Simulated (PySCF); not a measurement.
SMILES O=c1cccc([SiH3])cc1, C7H8OSi

Geometry (Å), atoms numbered from 1 in this order:
```xyz
17

O    -3.084   -1.279   -0.241
C    -2.018   -0.700   -0.087
C    -2.016    0.713    0.317
C    -0.989    1.565    0.567
C     0.428    1.354    0.512
C     1.123    0.222    0.176
Si    3.010    0.285    0.199
C     0.536   -1.040   -0.204
C    -0.761   -1.427   -0.316
H    -3.035    1.099    0.426
H    -1.280    2.579    0.861
H     1.020    2.236    0.777
H     3.544   -0.752    1.134
H     3.451    1.641    0.638
H     3.548   -0.007   -1.165
H     1.260   -1.829   -0.444
H    -0.953   -2.459   -0.626
```

Method used: quadratic response CAM-B3LYP/aug-cc-pVDZ first hyperpolarisability, Taylor convention, gas phase (PySCF). Geometry: PBE0-D3(BJ)/def2-SVP.

Give the tensor of the second harmonic β(−2ω;ω,ω) at 1907 nm in the axes of these coordinates.

In au, Taylor convention; rows are the first index (the induced dipole):
```csv
,xx,yy,zz,xy,xz,yz
x,-149.7,+7.3,-48.8,-42.5,-13.7,+17.9
y,-37.4,-2.0,-5.5,+0.5,+15.6,+1.8
z,-12.3,+1.6,-1.8,+15.6,-48.3,-5.0
```
Norm of βᵢ = ⅓ Σⱼ (βᵢⱼⱼ + βⱼᵢⱼ + βⱼⱼᵢ): 201.6 au, hyper-Rayleigh value 80.8 au.
